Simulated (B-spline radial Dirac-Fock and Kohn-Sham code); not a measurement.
# Ba⁺ 4p1/2: cross section and angular parameters

System: barium as Ba⁺, configuration [Xe] 6s1; threshold 209.9 eV (orbital energy of the model). Method: Dirac-Hartree-Slater photoionisation with a Latter tail; cross sections with all multipoles, angular parameters from the dipole term and its interference with E2. Computed with a radial atomic solver.

For linearly polarised light dσ/dΩ = σ/(4π) [1 + β P₂(cos θ) + (δ + γ cos²θ) sin θ cos φ], with θ from the polarisation vector and φ the angle between the beam and the projection of the electron momentum on the plane normal to the polarisation.

```csv
hν (eV),σ (kb),β,γ,δ
258,107,-0.209,-0.101,0.036
342,99.5,0.659,0.045,0.057
407,90.8,0.993,0.196,0.043
444,85.6,1.120,0.245,0.035
600,65.2,1.414,0.284,0.015
759,49.7,1.545,0.218,0.007
1110,?,?,?,?
1253.6,24.2,1.674,0.029,0.000
1260,24.0,1.675,0.027,0.000
1700,14.5,1.692,-0.022,-0.001
1990,11.0,1.690,-0.015,-0.001
2000,10.9,1.689,-0.015,-0.001
2430,7.52,1.676,0.028,-0.001
2860,5.45,1.659,0.091,0.000
2984.4,5.01,1.653,0.111,0.000
3520,3.56,1.629,0.206,0.002
4000,2.71,1.606,0.296,0.004
4480,2.11,1.584,0.386,0.006
4840,1.78,1.568,0.453,0.009
6280,0.970,1.506,0.706,0.019
9090,0.389,1.402,1.118,0.043
10700,0.254,1.351,1.314,0.058
12000,0.188,1.313,1.454,0.071
```

Q: Give the values at 1110 eV.

A: σ = 29.2 kb, β = 1.656, γ = 0.068, δ = 0.001.
